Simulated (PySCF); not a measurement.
Potential energy surface of H2Se, singlet: symmetric bend, bond length relaxed. Scanned: H-Se-H angle. Other coordinates (Se-H bond length) were minimised at B3LYP/def2-TZVP.

Method: CCSD(T) on RHF/cc-pVTZ, 9 core orbitals frozen run with PySCF.

Scanned values (°): 180, 170, 160, 150, 140, 130, 120, 110, 100, 90, 80, 70, 60.

Describe the profile: where are the wells and the tops?

Lower than their neighbours: 90° (0.000 eV). Higher than their neighbours: 180° (3.262 eV, end of the scan), 60° (0.660 eV, end of the scan). The whole profile spans 3.262 eV.
